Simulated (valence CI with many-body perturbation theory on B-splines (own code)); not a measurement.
## Energy levels of Ru12+

Computed by valence CI with perturbative core correlation (CI+MBPT): four valence electrons over a frozen Dirac-Fock core [Ar] 3d10, radial functions for each j: 11 s, 11 p, 10 d, 8 f, 5 g, 2 h, with the one-electron correlation potential Σ1, the two-electron term Σ2, the three-electron term Σ3, Breit, model QED; selected CI, second order for the rest, scaled by the run's own slope (own B-spline code, finite nucleus).

No measured spectrum was set against this ion. As an estimate, levels hold to about 250 cm⁻¹ or 0.2 % of their energy and the worst to 1 %, as in measured heavy ions of charge 2 to 7; those with d or f electrons hold less well. Among the levels kept, up to 620 cm⁻¹ of a level comes from second order outside the variational space, and about a tenth of that is noise between levels of different J, which matters for small intervals.

Levels 1 to 45 of 169, with energies above the lowest level, 4s2 4p2 3P_0. "Leading %" is the weight of the configuration and term that name the level; weights of strongly mixed levels are sums over their largest components and can fall short. Lifetimes count E1, E2, E3, M1 and M2 decay at the calculated energies, and are blank where another channel may lead or the interval is too uncertain; long ones can be off by a factor of two.

| No. | Configuration | Term | J | E (cm⁻¹) | Leading % | g | Lifetime |
| --- | --- | --- | --- | --- | --- | --- | --- |
| 1 | 4s2 4p2 | 3P | 0 | 0 | 86 |  |  |
| 2 | 4s2 4p2 | 3P | 1 | 25986 | 98 | 1.500 | 3.61 ms |
| 3 | 4s2 4p2 | 3P | 2 | 37397 | 61 | 1.313 | 74.0 ms |
| 4 | 4s2 4p2 | 1D | 2 | 74055 | 61 | 1.187 | 967 μs |
| 5 | 4s2 4p2 | 1S | 0 | 107350 | 85 |  | 271 μs |
| 6 | 4s 4p3 | 5S° | 2 | 241740 | 91 | 1.955 | 4.28 ns |
| 7 | 4s 4p3 | 3D° | 1 | 295630 | 75 | 0.673 | 180 ps |
| 8 | 4s 4p3 | 3D° | 2 | 298060 | 73 | 1.253 | 275 ps |
| 9 | 4s 4p3 | 3D° | 3 | 308490 | 93 | 1.333 | 344 ps |
| 10 | 4s 4p3 | 3P° | 0 | 336840 | 94 |  | 120 ps |
| 11 | 4s 4p3 | 3P° | 1 | 340700 | 76 | 1.367 | 104 ps |
| 12 | 4s 4p3 | 3P° | 2 | 344890 | 52 | 1.349 | 109 ps |
| 13 | 4s 4p3 | 1D° | 2 | 380900 | 59 | 1.107 | 66.6 ps |
| 14 | 4s 4p3 | 3S° | 1 | 390970 | 61 | 1.638 | 14.7 ps |
| 15 | 4s 4p3 | 1P° | 1 | 432420 | 58 | 1.320 | 16.9 ps |
| 16 | 4s2 4p 4d | 3F° | 2 | 447420 | 91 | 0.692 | 154 ps |
| 17 | 4s2 4p 4d | 3F° | 3 | 462400 | 92 | 1.090 | 178 ps |
| 18 | 4s2 4p 4d | 3P° | 2 | 486150 | 42 | 1.238 | 12.0 ps |
| 19 | 4s2 4p 4d | 3F° | 4 | 486290 | 98 | 1.250 |  |
| 20 | 4s2 4p 4d | 3D° | 1 | 496560 | 53 | 0.881 | 8.03 ps |
| 21 | 4s2 4p 4d | 1D° | 2 | 512210 | 40 | 1.120 | 10.3 ps |
| 22 | 4s2 4p 4d | 3P° | 0 | 519130 | 93 |  | 11.3 ps |
| 23 | 4s2 4p 4d | 3P° | 1 | 523230 | 59 | 1.140 | 9.29 ps |
| 24 | 4s2 4p 4d | 3D° | 3 | 525200 | 82 | 1.303 | 7.65 ps |
| 25 | 4s2 4p 4d | 3D° | 2 | 527740 | 52 | 1.285 | 8.83 ps |
| 26 | 4s2 4p 4d | 1F° | 3 | 562600 | 90 | 1.023 | 6.53 ps |
| 27 | 4s2 4p 4d | 1P° | 1 | 570620 | 84 | 0.978 | 9.67 ps |
| 28 | 4p4 | 3P | 2 | 598300 | 61 | 1.383 | 53.6 ps |
| 29 | 4p4 | 3P | 0 | 624330 | 60 |  | 43.7 ps |
| 30 | 4p4 | 3P | 1 | 630310 | 76 | 1.497 | 45.8 ps |
| 31 | 4p4 | 1D | 2 | 637970 | 59 | 1.116 | 70.4 ps |
| 32 | 4s 4p2 4d | 5F | 1 | 659100 | 89 | 0.105 | 826 ps |
| 33 | 4s 4p2 4d | 5F | 2 | 663530 | 81 | 1.077 | 596 ps |
| 34 | 4s 4p2 4d | 5F | 3 | 671410 | 74 | 1.307 | 472 ps |
| 35 | 4s 4p2 4d | 5F | 4 | 684100 | 82 | 1.369 | 7.01 ns |
| 36 | 4s 4p2 4d | 5D | 0 | 685560 | 92 |  | 629 ps |
| 37 | 4s 4p2 4d | 5D | 1 | 687420 | 88 | 1.422 | 297 ps |
| 38 | 4s 4p2 4d | 5D | 2 | 689120 | 71 | 1.381 | 175 ps |
| 39 | 4s 4p2 4d | 5D | 3 | 691780 | 55 | 1.386 | 142 ps |
| 40 | 4s 4p2 4d | 5F | 5 | 697750 | 92 | 1.386 | 5.96 ns |
| 41 | 4s 4p2 4d | 5D | 4 | 698740 | 62 | 1.415 | 2.69 ns |
| 42 | 4p4 | 1S | 0 | 700650 | 56 |  | 53.1 ps |
| 43 | 4s 4p2 4d | 3F | 2 | 706700 | 87 | 0.729 | 212 ps |
| 44 | 4s 4p2 4d | 3F | 3 | 717570 | 75 | 1.162 | 92.9 ps |
| 45 | 4s 4p2 4d | 3P | 2 | 728540 | 72 | 1.471 | 17.5 ps |

Names give the largest LS component (configuration and term), which can be under half, so a name can repeat, a term be missing and a line seem to break the LS rules; names also repeat where a configuration has a term twice.

The ionisation energy to 4s2 4p 2P°_1/2 of the next ion comes out as 272.61 eV (NIST: 271 ± 3 eV (theoretical)). All 169 levels together are meant to be complete up to 1138100 cm⁻¹.
